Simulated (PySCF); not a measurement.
## Electronic structure of Tl⁺ (thallium, charge +1) at the UHF level

Configuration: [Xe] 4f14 5d9 6s2 7s1, high-spin 3D determinant (an excited configuration). Calculation: PySCF 2.14, in x2c-TZVPPall with one added diffuse shell each of s, p, d, f type (12s8p7d4f, 99 functions); scalar relativity by spin-free X2C-1e.

| Property | Result |
| --- | --- |
| Total energy | -20242.567865 hartree |
| One-electron energy | -27673.7574 hartree |
| Hartree (Coulomb) energy | 7811.4260 hartree |
| Exchange energy | -380.2366 hartree |
| ⟨S²⟩ | 2.0015 |
| ⟨L²⟩ | 6.016 |
| Sum of ⟨r⟩ | 48.00 bohr |
| Sum of ⟨r²⟩ | 84.95 bohr² |
| Traceless quadrupole moment −½Σ⟨3z² − r²⟩ along its main axis | 0.200 e·bohr² |
| Langevin diamagnetic susceptibility | -67.3 ×10⁻⁶ cm³/mol |

```json
{"shell": "1s α", "electrons": "1", "mean orbital energy (hartree)": "-3161.14013", "spread (hartree)": "0", "rms radius, mean of both spins (bohr)": "0.0184"}
{"shell": "1s β", "electrons": "1", "mean orbital energy (hartree)": "-3161.13962", "spread (hartree)": "0", "rms radius, mean of both spins (bohr)": "0.0184"}
{"shell": "2s α", "electrons": "1", "mean orbital energy (hartree)": "-569.03427", "spread (hartree)": "0", "rms radius, mean of both spins (bohr)": "0.0742"}
{"shell": "2s β", "electrons": "1", "mean orbital energy (hartree)": "-569.02705", "spread (hartree)": "0", "rms radius, mean of both spins (bohr)": "0.0742"}
{"shell": "2p α", "electrons": "3", "mean orbital energy (hartree)": "-491.78067", "spread (hartree)": "0.00733", "rms radius, mean of both spins (bohr)": "0.0684"}
{"shell": "2p β", "electrons": "3", "mean orbital energy (hartree)": "-491.77344", "spread (hartree)": "0.00110", "rms radius, mean of both spins (bohr)": "0.0684"}
{"shell": "3s α", "electrons": "1", "mean orbital energy (hartree)": "-138.92779", "spread (hartree)": "0", "rms radius, mean of both spins (bohr)": "0.189"}
{"shell": "3s β", "electrons": "1", "mean orbital energy (hartree)": "-138.92445", "spread (hartree)": "0", "rms radius, mean of both spins (bohr)": "0.189"}
{"shell": "3p α", "electrons": "3", "mean orbital energy (hartree)": "-116.24074", "spread (hartree)": "0.01354", "rms radius, mean of both spins (bohr)": "0.192"}
{"shell": "3p β", "electrons": "3", "mean orbital energy (hartree)": "-116.23737", "spread (hartree)": "0.01004", "rms radius, mean of both spins (bohr)": "0.192"}
{"shell": "3d α", "electrons": "5", "mean orbital energy (hartree)": "-91.54389", "spread (hartree)": "0.01491", "rms radius, mean of both spins (bohr)": "0.176"}
{"shell": "3d β", "electrons": "5", "mean orbital energy (hartree)": "-91.53707", "spread (hartree)": "0.01758", "rms radius, mean of both spins (bohr)": "0.176"}
{"shell": "4s α", "electrons": "1", "mean orbital energy (hartree)": "-32.92125", "spread (hartree)": "0", "rms radius, mean of both spins (bohr)": "0.416"}
{"shell": "4s β", "electrons": "1", "mean orbital energy (hartree)": "-32.91076", "spread (hartree)": "0", "rms radius, mean of both spins (bohr)": "0.416"}
{"shell": "4p α", "electrons": "3", "mean orbital energy (hartree)": "-25.32379", "spread (hartree)": "0.02914", "rms radius, mean of both spins (bohr)": "0.443"}
{"shell": "4p β", "electrons": "3", "mean orbital energy (hartree)": "-25.31389", "spread (hartree)": "0.01827", "rms radius, mean of both spins (bohr)": "0.443"}
{"shell": "4d α", "electrons": "5", "mean orbital energy (hartree)": "-16.01008", "spread (hartree)": "0.03563", "rms radius, mean of both spins (bohr)": "0.471"}
{"shell": "4d β", "electrons": "5", "mean orbital energy (hartree)": "-15.99590", "spread (hartree)": "0.03515", "rms radius, mean of both spins (bohr)": "0.471"}
{"shell": "5s α", "electrons": "1", "mean orbital energy (hartree)": "-6.26872", "spread (hartree)": "0", "rms radius, mean of both spins (bohr)": "0.938"}
{"shell": "5s β", "electrons": "1", "mean orbital energy (hartree)": "-6.20187", "spread (hartree)": "0", "rms radius, mean of both spins (bohr)": "0.938"}
{"shell": "4f α", "electrons": "7", "mean orbital energy (hartree)": "-5.73863", "spread (hartree)": "0.03260", "rms radius, mean of both spins (bohr)": "0.509"}
{"shell": "4f β", "electrons": "7", "mean orbital energy (hartree)": "-5.72931", "spread (hartree)": "0.02039", "rms radius, mean of both spins (bohr)": "0.509"}
{"shell": "5p α", "electrons": "3", "mean orbital energy (hartree)": "-4.08807", "spread (hartree)": "0.06527", "rms radius, mean of both spins (bohr)": "1.07"}
{"shell": "5p β", "electrons": "3", "mean orbital energy (hartree)": "-3.99789", "spread (hartree)": "0.04091", "rms radius, mean of both spins (bohr)": "1.07"}
{"shell": "5d α", "electrons": "5", "mean orbital energy (hartree)": "-1.44740", "spread (hartree)": "0.07630", "rms radius, mean of both spins (bohr)": "1.43"}
{"shell": "5d β", "electrons": "4", "mean orbital energy (hartree)": "-1.40186", "spread (hartree)": "0.05674", "rms radius, mean of both spins (bohr)": "1.43"}
{"shell": "6s α", "electrons": "1", "mean orbital energy (hartree)": "-0.91245", "spread (hartree)": "0", "rms radius, mean of both spins (bohr)": "2.43"}
{"shell": "6s β", "electrons": "1", "mean orbital energy (hartree)": "-0.88332", "spread (hartree)": "0", "rms radius, mean of both spins (bohr)": "2.43"}
{"shell": "7s α", "electrons": "1", "mean orbital energy (hartree)": "-0.26443", "spread (hartree)": "0", "rms radius, mean of both spins (bohr)": "6.18"}
```

Spin-orbit coupling, absent here, splits the open shell strongly. The outer electron is Rydberg-like, and this basis confines it to a smaller radius and binds it less than a complete one would.

Densities and radii are taken from the X2C orbitals without a picture-change correction, which distorts them close to the nucleus.

Spin-orbit constants ζ (cm⁻¹) from the X2C one-electron operator on these orbitals: bare nucleus, nucleus screened by l(l+1)(2l+1)/3 electrons, and screened by the Breit-Pauli mean field of the electrons.

| shell | bare | screened nucleus | mean field |
| --- | --- | --- | --- |
| 2p | 10210000 | 9959000 | n/a |
| 3p | 2302000 | 2245000 | n/a |
| 3d | 354700 | 310900 | n/a |
| 4p | 551100 | 537500 | n/a |
| 4d | 76550 | 67100 | n/a |
| 4f | 15850 | 10370 | n/a |
| 5p | 93640 | 91320 | n/a |
| 5d | 8454 | 7410 | n/a |

To first order the Landé constant is A = -3705 cm⁻¹, so the lowest level has J = 3 and lies 0.919 eV below the centre of the term. This holds in LS coupling only.
